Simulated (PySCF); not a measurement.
# Computed NMR parameters against published values

Geometry:
```tsv
atom	x (Å)	y (Å)	z (Å)
C1	2.534	-0.059	0.076
S2	1.581	0.325	-1.424
O3	1.607	1.823	-1.543
C4	-0.037	-0.113	-0.743
C5	-0.445	-1.443	-0.647
C6	-1.716	-1.724	-0.150
C7	-2.567	-0.682	0.224
C8	-2.151	0.644	0.100
C9	-0.880	0.936	-0.393
H10	3.579	0.198	-0.147
H11	2.444	-1.125	0.327
H12	2.149	0.576	0.886
H13	0.220	-2.254	-0.959
H14	-2.048	-2.761	-0.064
H15	-3.565	-0.907	0.606
H16	-2.824	1.457	0.383
H17	-0.514	1.958	-0.524
```

Published estimates (parent shift plus substituent increments) and measurements: δ 13C C7 130.9; C6/C8 129.6; C5/C9 123.5 ppm (estimated from measurements, as parent shift plus tabulated substituent increment; solution, not stated per compound (mostly CDCl3 or CCl4); Pretsch, Buehlmann, Badertscher, Structure Determination of Organic Compounds, 4th ed. (2009)).

PySCF 2.14 calculation with structure optimised with PBE0-D3(BJ)/def2-SVP and GIAO HF/pcSseg-1 shieldings; no relativistic terms, rapidly exchanging positions averaged, no solvent, one computed conformer.

(1) Set the calculated values beside the experiment.

(2) How far are the unscaled 13C shifts from the references?

Answers

(1) 
Reference values: estimated from measurements, as parent shift plus tabulated substituent increment (solution, not stated per compound (mostly CDCl3 or CCl4); Pretsch, Buehlmann, Badertscher, Structure Determination of Organic Compounds, 4th ed. (2009)).
```tsv
atoms	quantity	reference	computed	computed, scaled
C7	δ 13C	130.9	138.9	131.2
C6/C8	δ 13C	129.6	135.8	128.4
C5/C9	δ 13C	123.5	133.5	126.2
```

Computed shifts are σ(ref) − σ with the named reference compound (TMS for H and C) calculated as an isolated molecule at the same level. The measured values may be among those fitted. Expected solution values come from regression of measured δ (H and C: mostly CDCl3, vs TMS) on computed σ: 13C (scatter 2.1 ppm rms, 3.7 ppm with the 4 outliers that the fit left out). Occasional misses reach two or three times the rms, and more in compound classes unlike the fitted ones.

(2) Mean signed difference +8.07 ppm, mean absolute 8.07 ppm over 3 comparisons; the largest is +10.0 ppm at C5/C9 (aromatic CH).
